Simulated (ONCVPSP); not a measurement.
## Configuration tests for beryllium (ONCV)

```json
{"Element": "beryllium", "Generator": "ONCVPSP 4.0.1", "Type": "optimised norm-conserving Vanderbilt (ONCV)", "Functional": "LDA (Perdew-Zunger)", "Relativity": "non-relativistic", "Frozen core": "none", "Valence charge": "4", "Reference configuration": "1s2 2s1.5 (charge +0.5)", "Partial waves": "1s+2s: rc 0.80 bohr, ncon 5, nbas 8, qcut 12.1 1/bohr, 2 projectors; p scattering state at 0.03 Ha: rc 0.65 bohr, ncon 4, nbas 8, qcut 13.5 1/bohr, 2 projectors, debl 0.4 Ha", "Local potential": "polynomial inside 0.45 bohr (lpopt 5, dvloc0 0 Ha)", "Core correction": "none"}
```

Energies are relative to the spin-unpolarised reference configuration 1s2 2s1.5; without spin polarisation the order of configurations can differ from experiment.

| valence configuration | charge | ΔE all-electron (eV) | error AE − PS (meV) |
| --- | --- | --- | --- |
| 1s2 2s2 | 0 | -3.751 | +0.1 |
| 1s2 2s0 2p2 | 0 | 3.316 | +3.7 |

Task: What are ΔE and the potential's error for 1s2 2s1?

Result: ΔE = 5.767 eV all-electron; the error (AE − PS) is +0.2 meV.

Task: What are ΔE and the potential's error for 1s2 2s0?

Result: ΔE = 23.543 eV all-electron; the error (AE − PS) is +2.5 meV.
